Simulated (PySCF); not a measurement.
disilazane anion (H7NSi2), SMILES [SiH3]N[SiH3] (connectivity only; charge and spin as stated), charge -1, multiplicity 2. Atoms are numbered in the order given.

```xyz
10

Si     1.5936    -0.2793     0.2014
N     -0.1383    -0.4248    -0.5804
Si    -1.5040     0.4516    -0.0219
H      3.0915     0.1923     0.4509
H      1.0267     0.5440     1.3620
H      1.7599    -1.6761     0.7777
H     -0.1650    -0.7678    -1.5341
H     -2.0094     0.0159     1.3292
H     -2.6835     0.3114    -0.9588
H     -1.3071     1.9423     0.1238
```
Charge -1, spin multiplicity 2.

Geometry optimised at PBE0-D3(BJ)/def2-SVPD. The multiplicity is an assumed one; other spin states were not compared.

The numbers are results of ωB97X/def2-TZVPD run with PySCF, not measurements.

Mulliken values depend strongly on the basis, most of all with diffuse functions as here. ESP charges are fitted to the potential on shells at 1.4 to 2.0 van der Waals radii. Atomic charges (e):

```tsv
atom	ESP fit	Mulliken	Mulliken spin
Si1	___	-0.24	0.46
N2	___	-0.41	0.46
Si3	___	0.21	-0.01
H4	___	-0.12	0.16
H5	___	-0.14	0.02
H6	___	-0.11	0.02
H7	___	0.23	-0.12
H8	___	-0.13	0.01
H9	___	-0.17	0.01
H10	___	-0.12	0.00
```

Problem. What belongs in the gaps? (An estimate is asked for; the answer gives what the named calculation found.)

Solution. 
- Si1, ESP fit: -0.45
- N2, ESP fit: -0.36
- Si3, ESP fit: 0.16
- H4, ESP fit: -0.19
- H5, ESP fit: 0.02
- H6, ESP fit: -0.06
- H7, ESP fit: 0.20
- H8, ESP fit: -0.10
- H9, ESP fit: -0.14
- H10, ESP fit: -0.09
